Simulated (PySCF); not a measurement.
# Electron correlation in Sb (antimony, neutral)

[Kr] 4d10 5s2 5p2 5d1, one real determinant (an excited configuration). All numbers are calculated (PySCF 2.14, scalar relativity by spin-free X2C-1e, in aug-cc-pVTZ-DK3). Frozen: [Kr] 4d10; 5 electrons correlated.

MP2 pair energies summed by pair of shells (mhartree):

```tsv
pair	energy	share (%)
5s-5p	-27.45	46.6
5s-5s	-12.99	22.1
5s-5d	-8.58	14.6
5p-5d	-5.50	9.3
5p-5p	-4.38	7.4
```

Total MP2 correlation energy: -58.89 mhartree.

Same-spin part -14.84 and opposite-spin part -44.06 mhartree; SCS-MP2 scales them by 1/3 and 6/5 to -57.81 mhartree.

The reference is one real determinant that mixes LS terms of this configuration.
